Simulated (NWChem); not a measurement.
System: Si2H3OF3; SMILES F[SiH2]O[SiH](F)F

Input file for NWChem:

```
start job
memory heap 200 mb stack 700 mb global 900 mb
geometry units angstroms noautosym nocenter noautoz
  Si     0.262664    -1.741557    -0.489295
  F     -0.760107    -2.545870     0.454167
  O      0.538660    -0.255237     0.169891
  Si    -0.043730     1.239939     0.442491
  F      0.850642     2.301112    -0.347359
  F     -1.527906     1.343039    -0.144050
  H      1.549876    -2.464866    -0.513001
  H     -0.353795    -1.596368    -1.825858
  H     -0.037538     1.559498     1.873465
end
basis spherical
  * library 6-31g*
end
dft
  xc m05-2x
  iterations 150
end
cosmo
  do_cosmo_smd true
  solvent propanol
end
task dft energy
```

Output (shortened):

```
             Northwest Computational Chemistry Package (NWChem) 7.3.0
             --------------------------------------------------------

                             Geometry "geometry" -> ""
                             -------------------------

 Output coordinates in angstroms (scale by  1.889725989 to convert to a.u.)

  No.       Tag          Charge          X              Y              Z
 ---- ---------------- ---------- -------------- -------------- --------------
    1 Si                  14.0000     0.26266400    -1.74155700    -0.48929500
    2 F                    9.0000    -0.76010700    -2.54587000     0.45416700
    3 O                    8.0000     0.53866000    -0.25523700     0.16989100
    4 Si                  14.0000    -0.04373000     1.23993900     0.44249100
    5 F                    9.0000     0.85064200     2.30111200    -0.34735900
    6 F                    9.0000    -1.52790600     1.34303900    -0.14405000
    7 H                    1.0000     1.54987600    -2.46486600    -0.51300100
    8 H                    1.0000    -0.35379500    -1.59636800    -1.82585800
    9 H                    1.0000    -0.03753800     1.55949800     1.87346500

 Effective nuclear repulsion energy (a.u.)     400.7693329138

                                 NWChem DFT Module
                                 -----------------

 Summary of "ao basis" -> "ao basis" (spherical)
 ------------------------------------------------------------------------------
       Tag                 Description            Shells   Functions and Types
 ---------------- ------------------------------  ------  ---------------------
 Si                          6-31g*                  8       18   4s3p1d
 F                           6-31g*                  6       14   3s2p1d
 O                           6-31g*                  6       14   3s2p1d
 H                           6-31g*                  2        2   2s

 in cosmo_initialize ...
 calling solv_data for solv:propanol

 solvent parameters
 solvname_short: propanol
 solvname_long:  1-propanol
 dielec:       20.5240
 dielecinf:     1.9182
 nonaqueous SMD model solvent descriptors
 dielec:       20.5240
 sola:          0.3700
 solb:          0.4800
 solc:          0.0000
 solg:         33.5700
 solh:          0.0000
 soln:          1.3850

[...]

                                COSMO-SMD solvation results
                                ---------------------------

             internal energy in gas <Psi(g)|H|Psi(g)> =      -955.735337262116
         internal energy in solvent <Psi(s)|H|Psi(s)> =      -955.734925711626
                               delta internal energy  =         0.000411550490 (    0.26 kcal/mol)
   total free energy in solvent <Psi(s)|H+V/2|Psi(s)> =      -955.740144631302
 polarization energy contribution <Psi(s)|V/2|Psi(s)> =        -0.005218919676 (   -3.27 kcal/mol)
    total free energy in solvent including G(SMD-CDS) =      -955.739306201878
                       G(SMD-CDS) energy contribution =         0.000838429424 (    0.53 kcal/mol)
     1 M fixed-concentration free energy of solvation =        -0.003968939762 (   -2.49 kcal/mol)

                       DFT Final Molecular Orbital Analysis
                       ------------------------------------

 Vector   31  Occ=2.000000D+00  E=-4.671267D-01
              MO Center=  2.2D-01,  3.3D-02,  2.9D-01, r^2= 3.0D+00
   Bfn.  Coefficient  Atom+Function         Bfn.  Coefficient  Atom+Function
  ----- ------------  ---------------      ----- ------------  ---------------
    35      0.386272  3 O  px                39      0.293891  3 O  px
    22      0.221934  2 F  py                36      0.214710  3 O  py
    37     -0.169400  3 O  pz                26      0.158688  2 F  py
    68      0.151452  5 F  py                55     -0.149372  4 Si pz
    98     -0.146785  9 H  s                 40      0.144115  3 O  py

 Vector   32  Occ=2.000000D+00  E=-4.338386D-01
              MO Center=  2.3D-01,  4.9D-01,  6.9D-01, r^2= 3.7D+00
   Bfn.  Coefficient  Atom+Function         Bfn.  Coefficient  Atom+Function
  ----- ------------  ---------------      ----- ------------  ---------------
    37      0.340269  3 O  pz                98     -0.303281  9 H  s
    41      0.260295  3 O  pz                97     -0.231203  9 H  s
    55     -0.216381  4 Si pz                35     -0.164080  3 O  px
    69      0.149646  5 F  pz                39     -0.125017  3 O  px
    83      0.123117  6 F  pz                52     -0.117681  4 Si s

 Vector   33  Occ=2.000000D+00  E=-3.947918D-01
              MO Center=  4.0D-01, -1.7D+00, -7.7D-01, r^2= 2.7D+00
   Bfn.  Coefficient  Atom+Function         Bfn.  Coefficient  Atom+Function
  ----- ------------  ---------------      ----- ------------  ---------------
    96     -0.320487  8 H  s                 94      0.293261  7 H  s
     7      0.258789  1 Si px                95     -0.232517  8 H  s
    93      0.215038  7 H  s                 35     -0.195040  3 O  px
     9      0.190369  1 Si pz                37     -0.179155  3 O  pz
    39     -0.157445  3 O  px                41     -0.146676  3 O  pz

 Vector   34  Occ=0.000000D+00  E= 7.639670D-02
              MO Center=  3.8D-01, -1.6D+00, -6.8D-01, r^2= 4.6D+00
   Bfn.  Coefficient  Atom+Function         Bfn.  Coefficient  Atom+Function
  ----- ------------  ---------------      ----- ------------  ---------------
    12      0.928837  1 Si py                38     -0.621124  3 O  s
    11      0.395035  1 Si px                24      0.305362  2 F  s
     8      0.291934  1 Si py                10      0.188167  1 Si s
    41      0.150165  3 O  pz                98     -0.148811  9 H  s
     7      0.147023  1 Si px                56      0.126750  4 Si s

[...]
```

Level: M05-2X/6-31G* (spherical d), SMD on the gas-phase geometry. Coordinates come from a B3LYP/6-31G* (spherical d) optimisation. Solvent: 1-propanol.
